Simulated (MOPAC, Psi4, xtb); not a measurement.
Conformational energy of SMILES C[CH2][GeH3] (C2H8Ge). Scanned: dihedral H4–C1–C2–Ge3; all other coordinates were relaxed at GFN2-xTB. Heavy atoms are numbered in the order of the SMILES C[CH2][GeH3], hydrogens after them in the order of the atoms that carry them; the mirror image has the same energies with the sign of each dihedral reversed.

Computed with: PBE-D3(BJ)/def2-TZVP // GFN2-xTB (Psi4); PM7, restricted, heats of formation // GFN2-xTB (MOPAC); GFN1-xTB // GFN2-xTB (xtb); MP2/cc-pVTZ = DF-MP2 (frozen core)/cc-pVTZ // GFN2-xTB (Psi4).

Energies relative to the lowest point of each profile, in kJ/mol:

```
φ / °  PBE-D3(BJ)/def2-TZVP   PM7  GFN1-xTB
-----  --------------------  ----  --------
0                     10.95  5.89      9.32
10                    10.08  5.56      8.61
20                     7.87  4.56      6.74
30                     5.04  3.10      4.34
40                     2.45  1.59      2.09
50                     0.63  0.46      0.54
60                     0.00  0.00      0.00
70                     0.66  0.39      0.59
80                     2.44  1.45      2.19
90                     5.06  2.95      4.43
100                    7.87  4.42      6.80
110                   10.09  5.50      8.62
```

Task: What does MP2/cc-pVTZ give at the same points?

Result: 0: 12.46; 10: 11.45; 20: 8.85; 30: 5.62; 40: 2.68; 50: 0.69; 60: 0.00; 70: 0.76; 80: 2.77; 90: 5.72; 100: 8.91; 110: 11.47 (kJ/mol).
